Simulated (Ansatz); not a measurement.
H3NSZn (`[NH2][Zn][SH]`). Total charge 0; spin multiplicity 1. All single points use the PBE0-D4/def2-TZVP geometry. It is one conformer, not always the lowest.

```xyz
6

N    -1.074    0.973   -0.470
Zn   -0.043   -0.343    0.235
S     1.018   -1.982    1.151
H    -0.942    1.912   -0.125
H    -1.168    1.011   -1.475
H     2.209   -1.571    0.684
```

What is the dipole moment at r2SCAN/def2-TZVPP? (An estimate is asked.)

The calculation gave: 2.07 D, with components (0.58, 1.61, -1.17) D in this frame, pointing from negative to positive charge.

And with PBE, B3LYP, ωB97M-V? (An estimate is asked.)

Computed: PBE 2.00 D, B3LYP 2.02 D, ωB97M-V 2.06 D.

Give the Mulliken charges with r2SCAN, B3LYP, PBE in def2-TZVPP. (Estimate.)

Computed: 
```json
{"atom": "N1", "r2SCAN": "-0.48", "B3LYP": "-0.43", "PBE": "-0.40"}
{"atom": "Zn2", "r2SCAN": "0.38", "B3LYP": "0.36", "PBE": "0.28"}
{"atom": "S3", "r2SCAN": "-0.31", "B3LYP": "-0.30", "PBE": "-0.28"}
{"atom": "H4", "r2SCAN": "0.15", "B3LYP": "0.13", "PBE": "0.15"}
{"atom": "H5", "r2SCAN": "0.15", "B3LYP": "0.13", "PBE": "0.15"}
{"atom": "H6", "r2SCAN": "0.10", "B3LYP": "0.10", "PBE": "0.11"}
```

B3LYP here is the variant with VWN-RPA as its local correlation; programs differ in this.
